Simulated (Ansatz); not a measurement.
Input file for CH7AlBGeN:

```yaml
crystal:
  periodic: [false, false, false]
  atoms:
    - {symbol: B, position_ang: [-1.421975, -0.128848, 1.470032]}
    - {symbol: C, position_ang: [-1.021376, 0.227097, 0.116732]}
    - {symbol: Al, position_ang: [0.224374, -1.382666, 0.799993]}
    - {symbol: Ge, position_ang: [0.908700, 0.600456, -0.269055]}
    - {symbol: N, position_ang: [1.198125, 0.696150, -2.088522]}
    - {symbol: H, position_ang: [-0.463628, -0.549112, 2.236127]}
    - {symbol: H, position_ang: [-2.467319, -0.193435, 2.034776]}
    - {symbol: H, position_ang: [-1.759041, 0.422392, -0.656876]}
    - {symbol: H, position_ang: [0.187683, -2.954386, 0.946610]}
    - {symbol: H, position_ang: [1.349019, 1.951513, 0.314325]}
    - {symbol: H, position_ang: [1.851085, 1.422456, -2.347046]}
    - {symbol: H, position_ang: [1.491452, -0.166717, -2.522895]}
basis:
  gaussian: {orbitals: def2-TZVPP}
correlation: {method: ccsd_t}
output: {orbitals: {seedname: orbitals}}
```

```sh
$ ansatz run in.yaml --threads 4 --pin off --events-out ev --progress --plain --max-ram 10444MiB
```

Log, shortened:

```
Functional definition: HF
1673 factors; integrals over basis functions are off by at most 1.6e-3 eV
mean field evaluation 1: about -66345.7731 eV, gradient 4.7e1 eV
mean field evaluation 2: about -66346.0041 eV, gradient 4.7e1 eV
mean field evaluation 4: about -66351.6469 eV, gradient 4.4e0 eV
mean field evaluation 8: about -66351.7453 eV, gradient 2.5e-1 eV
mean field evaluation 16: about -66351.7458 eV, gradient 1.4e-6 eV
mean field -66351.74579153 eV, -2438.3816830099 hartree, gradient 1.4e-6 eV, S^2 0.000000; 0 other end points of the search recorded, 0 dependent functions left out
17 core orbitals not correlated: weight in the atoms' cores, before any rotation towards them, 1.000 or more for the frozen orbitals, at most 0.000 for the correlated occupied ones
reference -66351.74579153 eV, -2438.3816830099 hartree; 18, 18 occupied and 246, 246 virtual orbitals, 1673 factors
second order -22.57961851 eV of doubles, -0.00000000 eV of singles
cycle   1  -22.80395210 eV  change   -2.2e-1 eV  update   1.2e-1
cycle   2  -23.49423387 eV  change   -6.9e-1 eV  update   3.4e-2
cycle   3  -23.60381785 eV  change   -1.1e-1 eV  update   1.7e-2
cycle   4  -23.59226059 eV  change    1.2e-2 eV  update   4.9e-3
cycle   5  -23.59114528 eV  change    1.1e-3 eV  update   2.8e-3
cycle   6  -23.59173278 eV  change   -5.9e-4 eV  update   9.6e-4
cycle   7  -23.59139323 eV  change    3.4e-4 eV  update   4.3e-4
cycle   8  -23.59137417 eV  change    1.9e-5 eV  update   1.6e-4
cycle   9  -23.59143770 eV  change   -6.4e-5 eV  update   6.4e-5
cycle  10  -23.59143407 eV  change    3.6e-6 eV  update   2.5e-5
perturbative correction -1.04768807 eV, -0.0385018265 hartree
Total energy: -66376.38491367 eV, -2439.2871540476 hartree
```

Run time 75 s (4 threads of a server CPU on a shared host); peak host memory 8.6 GiB.

Correlation energy per correlated electron: -0.684 eV. T1 diagnostic: 0.0129.
